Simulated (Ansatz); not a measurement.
CH$_{4}$BF$_{2}$N from Hartree–Fock to CCSD(T)

Cartesian coordinates in Å:
```
B -0.950 -0.286 -0.673
C 0.524 -0.060 -0.137
N 0.834 0.555 0.970
F 1.568 -0.592 -0.716
F -0.988 -0.564 -2.034
H -1.620 0.666 -0.298
H -1.224 -1.255 0.051
H 0.095 1.022 1.470
H 1.761 0.515 1.366
```

Charge 0, multiplicity 1. The bonds changed during the relaxation, so this is another structure than the one it started from. The structure was optimised at the PBE0-D4/def2-TZVP level. It is one conformer, not always the lowest. Frozen core, restricted reference, Ansatz 0.2.0. CBS rows extrapolate triple and quadruple zeta; past MP2 they add the triple-zeta difference.

```json
{"basis": "def2-SVP", "HF (Eh)": "-317.97252", "MP2 corr.": "-0.75740"}
{"basis": "def2-TZVPP", "HF (Eh)": "-318.36074", "MP2 corr.": "-0.97354"}
{"basis": "def2-QZVPP", "HF (Eh)": "-318.37491", "MP2 corr.": "-1.05425"}
```

(1) Estimate the CCSD correlation energy and the (T) correction in each basis where they were run (hartree).

## Answers

(1) 
```csv
basis,CCSD corr.,(T)
def2-SVP,-0.79237,-0.01914
def2-TZVPP,-0.99877,-0.03509
CBS(def2),-1.13926,as TZ
```
